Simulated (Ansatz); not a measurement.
Geometry optimisation, RKS PBE0-D4/def2-SVP in Ansatz.

input.yaml

```yaml
crystal:
  periodic: [false, false, false]
  atoms:
    - { symbol: Ge, position_ang: [0.0, 0.0, 0.0] }
    - { symbol: O, position_ang: [0.0, 0.0, 2.12] }
    - { symbol: H, position_ang: [-0.9095, -0.2814, 2.4571] }
    - { symbol: H, position_ang: [1.4616, 0.0, -0.5162] }
    - { symbol: Cl, position_ang: [-1.0456, 1.8115, -0.7393] }
    - { symbol: H, position_ang: [-0.73, -1.2648, -0.5162] }
    - { symbol: "N", position_ang: [0.8285, 1.9267, 0.6969] }
    - { symbol: H, position_ang: [1.668, 1.9396, 1.3439] }
    - { symbol: H, position_ang: [0.3863, 2.8379, 0.3841] }
    - { symbol: H, position_ang: [0.5079, 1.1811, 1.7912] }
basis:
  gaussian: { orbitals: def2-SVP }
hamiltonian:
  xc: pbe0
  dispersion: d4
relax:
  f_tol: 0.15
  max_steps: 25
  restrain:
    - { distance: [0, 6], at: 3.11, k: 30.0 }
    - { distance: [9, 1], at: 2.21, k: 30.0 }
    - { distance: [0, 1], at: 1.77, k: 30.0 }
    - { distance: [9, 6], at: 1.06, k: 30.0 }
```

Run as:

```bash
$ ansatz run input.yaml --threads 4 --pin off --max-ram 5120MiB --backend cpu --events-out ev --progress --plain --runs-dir out
```

Task: Where does it end, and by what steps?

Result: It converged. The restraints hold the end off the free minimum; the threshold counts their pulls, which the force column leaves out. Restrained pairs: Ge1–N7 (2.21 → 3.12 Å), O2–H10 (1.33 → 2.21 Å), Ge1–O2 (2.12 → 1.77 Å), N7–H10 (1.36 → 1.03 Å). After 9 steps the energy has fallen by 3.689 eV (the restraints' own energy left out); N7 moved furthest, 0.85 Å.

```csv
step,energy less start (eV),largest force component (eV/Å),accepted
0,0.0000,4.814,yes
1,-0.9706,3.932,yes
2,-1.5567,4.686,yes
3,-2.5678,3.278,yes
4,-3.3688,0.936,yes
5,-3.5248,0.892,yes
6,-3.6211,1.020,yes
7,-3.6311,1.470,yes
8,-3.6791,0.676,yes
9,-3.6890,0.684,yes
```

```xyz
10
Properties=species:S:1:pos:R:3
Ge -0.087 -0.145 0.048
O -0.235 -0.188 1.813
H -1.120 -0.453 2.095
H 1.380 0.066 -0.315
Cl -1.318 1.437 -0.789
H -0.711 -1.437 -0.515
N 1.155 2.440 1.288
H 1.929 1.939 0.862
H 0.480 2.682 0.570
H 0.695 1.809 1.966
```

Run time: 22 s on 4 threads of Arm Neoverse V1, on a shared host, peak memory 0.26 GiB.
